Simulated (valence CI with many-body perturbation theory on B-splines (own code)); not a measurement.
# Te28+: magnetic and hyperfine properties of the levels

Computed by configuration interaction combined with many-body perturbation theory (CI+MBPT): six valence electrons over a frozen Dirac-Fock core [Ar], a basis of 7 s, 7 p, 8 d, 6 f, 4 g, 1 h functions for each j, with the one-electron correlation potential Σ1 (screened to all orders), the two-electron term Σ2, the three-electron term Σ3, Breit, model QED; selected single and double excitations, second order for the rest, scaled by the run's own slope (own B-spline code, finite nucleus).

No measured spectrum was set against this ion. As an estimate, large intervals hold to a few tenths of a per cent, small ones and those within an open d or f shell to about a per cent. Core correlation moves these levels by up to 10000 cm⁻¹, and in measured spectra 5 to 20 % of such shifts remained as error; rates that hang on mixing are uncertain with them. Among the levels kept, up to 950 cm⁻¹ of a level comes from second order outside the variational space, and about a tenth of that is noise between levels of different J, which matters for small intervals. Only levels of the ground parity were solved; by the run's estimate the other parity begins above the list, which can be wrong where configurations are misplaced.

A/g_I is the dipole constant over the nuclear g factor μ/I (μ in nuclear magnetons, uniformly magnetised nucleus), B/Q the quadrupole constant per barn. Both hold the static response of the core; the bare values leave it out. Large factors of s and p1/2 electrons are usually good to 5 to 10 %; those of open d and f shells near neutrality can be off by tens of per cent, and small factors of p3/2, d and f electrons come from cancelling terms and can be off by a factor of two or in sign, in half-filled shells by more. B is blank for J = 1/2, where it vanishes, and for nearly pure S terms. Energies count from the lowest level. Levels with J = 0 are left out.

Levels are named by their leading jj configuration (3d3/2^4 stands for four electrons in 3d with j = 3/2), which in mixed levels can hold well under half, so a name can repeat and another be missing. Letters in brackets count levels of one name in rising energy.

```
                    Level  E (cm⁻¹)      g  A/g_I (MHz)  A/g_I bare  B/Q (MHz/b)  B/Q bare
    (3d3/2^4 3d5/2^2) J=4         0  1.393         8460        8950        18900     19300
    (3d3/2^4 3d5/2^2) J=2     35300  1.400         8440        8940        -6100     -6200
(3d3/2^3 3d5/2^3) J=3 [a]     64376  1.444         5300        5860         3470      3540
(3d3/2^3 3d5/2^3) J=1 [a]     84429  1.435         7270        7810        -6630     -6750
    (3d3/2^3 3d5/2^3) J=4    101140  1.093        11400       11500        12600     12800
    (3d3/2^3 3d5/2^3) J=6    131490  1.127        13800       14000       -13800    -14100
    (3d3/2^3 3d5/2^3) J=5    131650  1.118        12700       12900         6720      6860
(3d3/2^3 3d5/2^3) J=2 [a]    153850  1.041        12300       12400       -12200    -12500
(3d3/2^3 3d5/2^3) J=3 [b]    158190  1.015        15900       15900        10000     10200
(3d3/2^2 3d5/2^4) J=2 [a]    166790  1.223        10100       10400        -2250     -2290
(3d3/2^2 3d5/2^4) J=4 [a]    200800  0.985        14800       14900        -3170     -3230
(3d3/2^3 3d5/2^3) J=1 [b]    209590  0.830        15100       14900         8500      8670
(3d3/2^3 3d5/2^3) J=2 [b]    211930  1.166        11600       11800        16600     16900
(3d3/2^2 3d5/2^4) J=4 [b]    213410  1.102        14800       15000         -468      -473
    (3d3/2^2 3d5/2^4) J=5    225260  1.106        14100       14300       -11500    -11700
(3d3/2^2 3d5/2^4) J=3 [a]    232350  1.259         9570        9910       -12300    -12500
(3d3/2^2 3d5/2^4) J=3 [b]    243890  0.981        16100       16100        -9230     -9420
    (3d3/2^2 3d5/2^4) J=6    247320  1.031        15600       15700       -18800    -19200
(3d3/2^2 3d5/2^4) J=3 [c]    254490  0.960        17100       17100        -8810     -8990
    (3d3/2^2 3d5/2^4) J=1    280140  1.251         9710       10000          196       198
(3d3/2^2 3d5/2^4) J=4 [c]    291590  1.040        16100       16200         2740      2800
(3d3/2^2 3d5/2^4) J=2 [b]    292060  1.049        14900       15000        -8310     -8490
      (3d3/2 3d5/2^5) J=1    317830  1.468         1070        1660        -5790     -5910
(3d3/2^2 3d5/2^4) J=4 [d]    343750  1.176        12300       12600       -21200    -21600
(3d3/2^2 3d5/2^4) J=2 [c]    343760  0.749        22200       21900        -8940     -9110
(3d3/2^2 3d5/2^4) J=4 [e]    395150  1.031        14800       14900       -14000    -14300
      (3d3/2 3d5/2^5) J=2    403200  1.336         9260        9690       -20200    -20600
      (3d3/2 3d5/2^5) J=3    407470  1.064        14600       14700       -22300    -22800
(3d3/2^2 3d5/2^4) J=2 [d]    464210  1.001        16100       16200        23400     23800
```

Task: Take the isotope of mass number 125, with I = 1/2, μ = -0.887 μN. What is the hyperfine structure of (3d3/2^3 3d5/2^3) J=2 [a]?

Result: From the table A = -21700 MHz. Shifts from the centre of gravity in MHz: F = 3/2: 32600, F = 5/2: -21700.
